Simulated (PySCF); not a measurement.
Record of a relaxation.

SnCl3(pyrrolidide), C₄H₈Cl₃NSn.
Bonds: Sn1–Cl2, Sn1–Cl3, Sn1–Cl4, Sn1–N5, N5–C6, N5–C9, C6–C7, C7–C8, C8–C9. Hydrogens: H10, H11 on C6; H12, H13 on C7; H14, H15 on C8; H16, H17 on C9.

Method: PBE0-D3(BJ)/def2-SVP geometry optimisation, gas phase, def2 core potentials past Kr (PySCF); density fitting, grid level 1; the optimiser is geomeTRIC in internal coordinates, started from a GFN2-xTB structure with every atom displaced at random (about 0.03 Å). 9 of its 12 geometries are shown. The frame can shift and turn from step to step; on so coarse a grid that alone can change the energy by a few meV, and forces under 0.02 eV/Å are noise.

Step 0: E = -49136.3648 eV, largest atomic force 4.242 eV/Å
```
atom  x, y, z in Å  |  force x, y, z in eV/Å
Sn1     1.137    1.778    0.808   -3.034   0.474  -0.982
Cl2     0.650    1.261    3.063    0.054  -0.073  -0.228
Cl3     3.345    1.768    0.421    1.658  -0.220  -0.268
Cl4     0.514    4.090    0.539    0.162  -0.843   0.152
N5     -0.008    0.688   -0.798    0.786   3.299   2.548
C6     -1.330    0.315   -0.362    0.402  -0.740   1.353
C7     -1.176   -1.093    0.299   -0.525   0.768  -0.868
C8      0.233   -1.568   -0.141   -2.374  -1.745   0.601
C9      0.656   -0.504   -1.060    1.331  -0.816  -3.527
H10    -1.919    0.241   -1.248   -0.928  -0.036  -1.179
H11    -1.815    1.041    0.310    0.112   0.098  -0.201
H12    -1.980   -1.744   -0.031   -0.265  -0.403  -0.348
H13    -1.364   -0.976    1.354    0.484  -0.133   0.945
H14     0.813   -1.605    0.753    1.141  -0.201   0.884
H15     0.146   -2.608   -0.574    0.450   0.927   0.262
H16     1.743   -0.355   -1.132    0.122  -0.067  -0.054
H17     0.328   -0.728   -2.139    0.426  -0.290   0.910
```

Step 1: E = -49137.1302 eV, largest atomic force 1.447 eV/Å
```
atom  x, y, z in Å  |  force x, y, z in eV/Å
Sn1     1.034    1.744    0.735   -0.220   0.479  -0.364
Cl2     0.518    1.103    2.934    0.005  -0.039  -0.097
Cl3     3.339    1.669    0.372   -0.024  -0.130   0.047
Cl4     0.420    3.995    0.557   -0.002  -0.129   0.103
N5      0.027    0.751   -0.769    0.452   0.536   1.006
C6     -1.311    0.356   -0.339   -0.143  -0.472  -0.041
C7     -1.180   -1.046    0.325   -0.213   0.337  -0.209
C8      0.226   -1.543   -0.105   -0.680  -0.073   0.613
C9      0.695   -0.487   -1.090    0.246  -0.564  -1.309
H10    -1.935    0.297   -1.248   -0.067   0.004   0.016
H11    -1.772    1.100    0.325   -0.050   0.097  -0.045
H12    -1.993   -1.710   -0.007    0.094  -0.013  -0.092
H13    -1.301   -0.955    1.415    0.253  -0.058   0.022
H14     0.872   -1.587    0.785    0.171  -0.036  -0.077
H15     0.166   -2.553   -0.532    0.200  -0.014  -0.056
H16     1.788   -0.372   -1.169   -0.030   0.063   0.172
H17     0.378   -0.764   -2.127    0.007   0.011   0.311
```

Step 3: E = -49137.2205 eV, largest atomic force 0.250 eV/Å
```
atom  x, y, z in Å  |  force x, y, z in eV/Å
Sn1     1.002    1.826    0.733   -0.001  -0.092  -0.232
Cl2     0.441    1.149    2.905   -0.029   0.004   0.006
Cl3     3.311    1.631    0.451   -0.071  -0.005   0.009
Cl4     0.386    4.062    0.587   -0.013   0.010   0.018
N5      0.056    0.752   -0.719    0.000  -0.138   0.162
C6     -1.302    0.339   -0.341    0.061   0.100  -0.044
C7     -1.180   -1.053    0.312    0.008  -0.059   0.035
C8      0.216   -1.556   -0.105    0.113   0.024  -0.084
C9      0.708   -0.502   -1.108    0.030   0.121   0.156
H10    -1.909    0.284   -1.264    0.058  -0.004   0.018
H11    -1.788    1.089    0.304   -0.021  -0.029  -0.001
H12    -1.979   -1.724   -0.035   -0.003   0.018   0.024
H13    -1.259   -0.986    1.408   -0.007   0.022  -0.030
H14     0.900   -1.602    0.760   -0.061   0.035  -0.021
H15     0.196   -2.563   -0.546   -0.012  -0.029   0.003
H16     1.802   -0.391   -1.153   -0.008  -0.016   0.026
H17     0.371   -0.756   -2.129   -0.043   0.040  -0.047
```

Step 4: E = -49137.2240 eV, largest atomic force 0.177 eV/Å
```
atom  x, y, z in Å  |  force x, y, z in eV/Å
Sn1     0.978    1.843    0.724    0.036   0.038   0.044
Cl2     0.395    1.175    2.895   -0.015   0.017  -0.019
Cl3     3.283    1.622    0.470    0.013   0.025  -0.007
Cl4     0.360    4.079    0.575    0.007  -0.020   0.005
N5      0.058    0.750   -0.702   -0.072  -0.159   0.032
C6     -1.298    0.326   -0.340    0.015   0.100  -0.046
C7     -1.172   -1.067    0.307    0.040  -0.052   0.001
C8      0.228   -1.559   -0.109    0.090  -0.025  -0.128
C9      0.723   -0.494   -1.097   -0.080   0.103   0.052
H10    -1.888    0.271   -1.272   -0.015  -0.021  -0.024
H11    -1.802    1.069    0.300    0.002  -0.028   0.005
H12    -1.967   -1.740   -0.046   -0.026  -0.001   0.022
H13    -1.253   -1.003    1.401   -0.020   0.014   0.013
H14     0.905   -1.602    0.759   -0.014   0.009   0.036
H15     0.220   -2.566   -0.554   -0.018   0.041   0.022
H16     1.816   -0.376   -1.127    0.001  -0.021  -0.018
H17     0.384   -0.729   -2.124    0.054  -0.022   0.008
```

Step 6: E = -49137.2273 eV, largest atomic force 0.078 eV/Å
```
atom  x, y, z in Å  |  force x, y, z in eV/Å
Sn1     0.937    1.876    0.728   -0.027   0.001   0.018
Cl2     0.341    1.220    2.898   -0.003  -0.004   0.000
Cl3     3.248    1.708    0.485    0.007   0.010  -0.005
Cl4     0.278    4.098    0.567    0.001  -0.009  -0.004
N5      0.045    0.742   -0.685    0.016   0.043  -0.012
C6     -1.306    0.291   -0.355   -0.015  -0.039   0.016
C7     -1.155   -1.102    0.292   -0.010   0.027  -0.020
C8      0.262   -1.561   -0.111   -0.044   0.001   0.064
C9      0.747   -0.476   -1.079    0.015  -0.014  -0.029
H10    -1.877    0.220   -1.299   -0.002   0.002  -0.002
H11    -1.839    1.014    0.282   -0.004   0.007  -0.003
H12    -1.938   -1.789   -0.061    0.009  -0.009  -0.001
H13    -1.249   -1.034    1.385    0.010  -0.003   0.002
H14     0.918   -1.590    0.774    0.021  -0.019  -0.007
H15     0.279   -2.565   -0.559    0.008  -0.003  -0.016
H16     1.838   -0.337   -1.087    0.007   0.013   0.000
H17     0.443   -0.715   -2.115    0.010  -0.003  -0.002
```

Step 7: E = -49137.2275 eV, largest atomic force 0.082 eV/Å
```
atom  x, y, z in Å  |  force x, y, z in eV/Å
Sn1     0.913    1.889    0.733   -0.021  -0.023   0.014
Cl2     0.313    1.228    2.900    0.001  -0.003   0.006
Cl3     3.227    1.755    0.495    0.002   0.004   0.000
Cl4     0.227    4.102    0.569   -0.007   0.010  -0.003
N5      0.041    0.741   -0.680    0.026   0.068  -0.037
C6     -1.308    0.275   -0.362   -0.013  -0.046   0.022
C7     -1.146   -1.117    0.285   -0.011   0.023  -0.010
C8      0.278   -1.561   -0.111   -0.034   0.004   0.063
C9      0.760   -0.467   -1.071    0.025  -0.036  -0.020
H10    -1.870    0.198   -1.311    0.004   0.005   0.004
H11    -1.855    0.991    0.270   -0.004   0.008  -0.006
H12    -1.921   -1.812   -0.069    0.013  -0.008  -0.004
H13    -1.244   -1.048    1.378    0.010  -0.002  -0.004
H14     0.929   -1.589    0.778    0.012  -0.017  -0.014
H15     0.307   -2.563   -0.563    0.005  -0.005  -0.017
H16     1.849   -0.316   -1.069   -0.001   0.016   0.009
H17     0.471   -0.708   -2.112   -0.006   0.003  -0.001
```

Step 8: E = -49137.2278 eV, largest atomic force 0.083 eV/Å
```
atom  x, y, z in Å  |  force x, y, z in eV/Å
Sn1     0.867    1.910    0.747   -0.009  -0.020   0.004
Cl2     0.264    1.231    2.908    0.005   0.001   0.009
Cl3     3.186    1.843    0.519   -0.009   0.001   0.007
Cl4     0.130    4.106    0.583   -0.007   0.001   0.004
N5      0.035    0.741   -0.674    0.022   0.062  -0.051
C6     -1.309    0.248   -0.377   -0.011  -0.030   0.021
C7     -1.128   -1.140    0.272   -0.011   0.008   0.007
C8      0.307   -1.561   -0.112    0.002   0.013   0.027
C9      0.783   -0.451   -1.059    0.031  -0.050  -0.001
H10    -1.855    0.160   -1.334    0.008   0.004   0.007
H11    -1.879    0.953    0.248   -0.006   0.003  -0.006
H12    -1.887   -1.850   -0.087    0.009  -0.002  -0.005
H13    -1.235   -1.073    1.364    0.005   0.002  -0.008
H14     0.950   -1.590    0.782   -0.003  -0.009  -0.014
H15     0.355   -2.557   -0.575   -0.002  -0.003  -0.015
H16     1.870   -0.278   -1.038   -0.006   0.011   0.013
H17     0.519   -0.692   -2.106   -0.019   0.008   0.000
```

Step 10: E = -49137.2281 eV, largest atomic force 0.034 eV/Å
```
atom  x, y, z in Å  |  force x, y, z in eV/Å
Sn1     0.785    1.935    0.783   -0.005  -0.007   0.000
Cl2     0.184    1.221    2.934    0.006   0.002   0.004
Cl3     3.106    1.999    0.583   -0.010  -0.002   0.007
Cl4    -0.050    4.096    0.628   -0.003   0.003   0.000
N5      0.030    0.745   -0.664    0.005   0.008  -0.009
C6     -1.304    0.205   -0.404   -0.004   0.007   0.000
C7     -1.095   -1.179    0.242   -0.001  -0.009   0.006
C8      0.355   -1.560   -0.124    0.024   0.012  -0.021
C9      0.826   -0.420   -1.039    0.005  -0.021   0.011
H10    -1.822    0.105   -1.376    0.005  -0.001  -0.001
H11    -1.915    0.889    0.207   -0.004  -0.004  -0.002
H12    -1.829   -1.909   -0.130   -0.003   0.003   0.002
H13    -1.219   -1.118    1.333    0.002   0.003  -0.002
H14     0.985   -1.602    0.779   -0.008   0.000   0.001
H15     0.430   -2.542   -0.613   -0.004   0.003  -0.002
H16     1.905   -0.213   -0.983   -0.002   0.001   0.005
H17     0.599   -0.654   -2.097   -0.006   0.004   0.001
```

Step 11: E = -49137.2282 eV, largest atomic force under 0.02 eV/Å
```
atom  x, y, z in Å  |  force x, y, z in eV/Å
Sn1     0.754    1.942    0.798   -0.010   0.005   0.004
Cl2     0.155    1.218    2.946    0.003   0.000   0.000
Cl3     3.074    2.048    0.613    0.002  -0.005   0.001
Cl4    -0.112    4.092    0.644   -0.002   0.000  -0.005
N5      0.029    0.747   -0.659   -0.002  -0.006   0.008
C6     -1.302    0.190   -0.414    0.002   0.008  -0.005
C7     -1.083   -1.192    0.230    0.001  -0.006  -0.004
C8      0.373   -1.559   -0.130    0.005   0.002  -0.013
C9      0.841   -0.408   -1.032   -0.007   0.004   0.006
H10    -1.807    0.087   -1.392    0.003  -0.003  -0.004
H11    -1.927    0.865    0.191   -0.001  -0.002  -0.001
H12    -1.808   -1.928   -0.148   -0.003  -0.001   0.005
H13    -1.212   -1.135    1.320    0.002   0.002   0.002
H14     0.996   -1.606    0.777    0.000  -0.001   0.005
H15     0.458   -2.536   -0.629   -0.001   0.002   0.002
H16     1.917   -0.190   -0.962    0.002   0.000  -0.001
H17     0.627   -0.637   -2.093    0.006   0.000   0.001
```

Problem. Summarise the path.

Solution. The energy falls by 19.91 kcal/mol from step 0 to step 11; nine tenths of that is first reached at step 2. It falls at every step. The largest force goes from 4.242 to under 0.02 eV/Å. Among the bonds Sn1–N5 changes most, from 2.253 to 2.019 Å; the atoms move by 0.107 Å rms after alignment.

The cost below is that of the whole optimisation. Hardware: Arm Neoverse V2, one thread, shared host. Cost: 5.2 min wall, 0.95 GiB resident at most.
